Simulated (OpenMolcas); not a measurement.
Zr2+.

- Program: OpenMolcas 26.06
- Basis: ANO-RCC-VTZP [7s6p4d2f1g]
- Scalar Hamiltonian: DKH2, point nucleus
- Active space: 2 electrons in 6 orbitals (4d 5s)
- State averaging: 2S+1 = 3 even, 15 roots; 2S+1 = 1 even, 21 roots
- Spin-orbit coupling: state interaction with AMFI integrals over the reference wave functions, term energies averaged over their components

Two sets of levels on these reference wave functions, in cm⁻¹ above 4d² ³F₂: one from CASSCF and one from MS-CASPT2, IPEA 0.25 Eh, imaginary shift 0.1 Eh (closed shells correlated: 4s 4p).

| Level | Set 1 | Set 2 |
| --- | --- | --- |
| 4d² ³F₂ | 0.0 | 0.0 |
| 4d² ³F₃ | 685 | 701 |
| 4d² ³F₄ | 1512 | 1525 |
| 4d² ¹D₂ | 7160 | 5600 |
| 4d² ³P₀ | 10340 | 8630 |
| 4d² ³P₁ | 10600 | 8910 |
| 4d² ³P₂ | 11100 | 9410 |
| 4d² ¹G₄ | 13930 | 11670 |
| 4d 5s ³D₁ | 18980 | 18500 |
| 4d 5s ³D₂ | 19380 | 18890 |
| 4d 5s ³D₃ | 20030 | 19560 |
| 4d 5s ¹D₂ | 29060 | 24910 |
| 4d² ¹S₀ | 30690 | 23970 |
| 5s² ¹S₀ | 56690 | 49970 |

Problem. Which set is which?

Solution. Set 2 is MS-CASPT2. Its levels of the other terms of 4d² lie at 0.78 to 0.85 of the other set's values, as expected, since terms of lower spin or lower L gain more correlation energy than the Hund ground term. Against 12 measured levels (Moore, Atomic Energy Levels, vol. II, NSRDS-NBS 35 (1971 reprint of NBS Circular 467, 1952); NIST levels as listed in Rynkun, Gaigalas and Jonsson, Astron. Astrophys. 637, A10 (2020)) the mean absolute deviation is 360 cm-1 with it and 2600 cm-1 without; single levels miss by up to 1500 cm-1 with it.

CASPT2 does not keep the components of a term degenerate, so their means are used; among the terms shown or strongly mixed into the levels shown the widest spread is 600 cm-1 (4d² ¹G, MS-CASPT2). A single d shell beside an s shell can misplace configurations of different d count against each other. Without dynamic correlation excited terms often stand tens of per cent too high (terms of higher spin than the ground term too low), and those without a measured partner can miss by more than the paired ones (holds for CASSCF). Computed and measured levels are paired by configuration, term and J; levels that our copy of the source lacks, or whose pairing is in doubt (as where it misses far off the trend of its configuration), stay unpaired and out of the deviations. Only configurations of the active space appear.
